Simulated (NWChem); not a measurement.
System: C₂H₆OSi; SMILES C[SiH2]C=O

Input file for NWChem:

```
start job
memory heap 200 mb stack 900 mb global 1100 mb
geometry units angstroms noautoz
  C     -1.044160    -1.432292     0.000000
  Si     0.647086    -0.635320     0.000000
  C      0.403050     1.283265     0.000000
  O     -0.699344     1.775075     0.000000
  H     -1.609893    -1.113918    -0.888491
  H     -0.978380    -2.530435     0.000000
  H     -1.609893    -1.113918     0.888491
  H      1.458300    -0.990608     1.208098
  H      1.458300    -0.990608    -1.208098
  H      1.311957     1.951705     0.000000
end
basis spherical
  * library def2-tzvp
end
dft
  xc slater vwn_5
  iterations 150
  mulliken
end
task dft energy
```

Geometry: optimised at PBE0/def2-SVP.

Problem. Predict the main results of this run. (LDA (Slater exchange, VWN5)/def2-TZVP.) Quantities: energy (Ha); highest occupied level (eV); orbital gap (eV); dipole (D).

Solution. 
```
Quantity                      Result
---------------------------  -------
energy (Ha)                  -442.14
highest occupied level (eV)    -5.62
orbital gap (eV)                2.73
dipole (D)                      1.75
```
